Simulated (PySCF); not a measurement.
**Electronic absorption of 2-methyl-[1,2,4]diazaphospholo[1,5-a]pyridine**

2-methyl-[1,2,4]diazaphospholo[1,5-a]pyridine, C7H7N2P.
Cartesian coordinates in Å at the PBE0-D3(BJ)/def2-SVP level; atoms count from 1:
```xyz
17
C7H7N2P angstrom
C      3.2153   -0.1741   -0.7891
C      1.7278   -0.1663   -0.6419
N      1.2144    0.3746    0.4480
N     -0.1166    0.2948    0.4084
C     -0.8706    0.7920    1.4328
C     -2.2312    0.7058    1.3830
C     -2.8551    0.0974    0.2623
C     -2.0862   -0.3981   -0.7606
C     -0.6742   -0.3083   -0.7091
P      0.5774   -0.8276   -1.8220
H      3.6771    0.3006    0.0870
H      3.5275    0.3716   -1.6925
H      3.6003   -1.2013   -0.8788
H     -0.2954    1.2379    2.2440
H     -2.8205    1.1072    2.2079
H     -3.9436    0.0261    0.2181
H     -2.5421   -0.8699   -1.6328
```

The calculation used TDDFT PBE0/def2-SVPD, vertical, gas phase, core orbitals frozen in the response (PySCF 2.14.0, density-fitted response routines).

| state | E (eV) | λ (nm) | f | \|μ\| (D) | symmetry | main configurations (H = HOMO, L = LUMO) |
| --- | --- | --- | --- | --- | --- | --- |
| S1 | 3.75 | 330.4 | 0.047 | 1.81 | A′ | H→L (91%) |
| S2 | 4.48 | 276.8 | 0.116 | 2.62 | A′ | H→L+1 (72%), H-1→L (19%) |
| S3 | 5.08 | 244.0 | 0.0031 | 0.40 | A″ | H-2→L (98%) |
| S4 | 5.31 | 233.3 | 0.109 | 2.32 | A′ | H→L+2 (66%), H-1→L (18%), H→L+1 (8%) |
| S5 | 5.33 | 232.4 | 0.0002 | 0.09 | – | H→L+3 (83%), H→L+4 (9%) |
| S6 | 5.68 | 218.4 | 0.489 | 4.76 | A′ | H-1→L (52%), H→L+2 (18%), H→L+1 (10%) |

The lowest singlet comes at 330 nm (362 kJ/mol) in the ultraviolet; it is of moderate strength; its leading configuration is HOMO→LUMO (91%). The most intense listed level is S6 at 5.68 eV (218 nm, f = 0.489), 1.92 eV above S1. It is the last of those listed, so stronger ones may follow. Löwdin shares by element: HOMO phosphorus 34%, carbon 29% or more (atoms not listed hold the other 36%); LUMO carbon 51% or more, nitrogen 12% or more (atoms not listed hold the other 37%). Of the 6 states listed, 4 reach f = 0.01 and 1 stays under 0.0005. Orbital energies (eV): HOMO-3 -8.71, HOMO-2 -7.66, HOMO-1 -7.58, HOMO -5.97, LUMO -1.40, LUMO+1 -0.68, LUMO+2 0.31. The oscillator strengths of these states sum to 0.764; summed over the whole spectrum of an exact calculation they would give the number of electrons, 78 (Thomas–Reiche–Kuhn). No computed singlet lies in the visible range (380 to 750 nm); the lowest, at 330 nm, stands 0.49 eV above its violet end (3.26 eV). Symmetry labels in Cs follow from the direction of the transition dipole and are given only for states with f of 0.002 or more. The window holds the lowest 6 singlets.
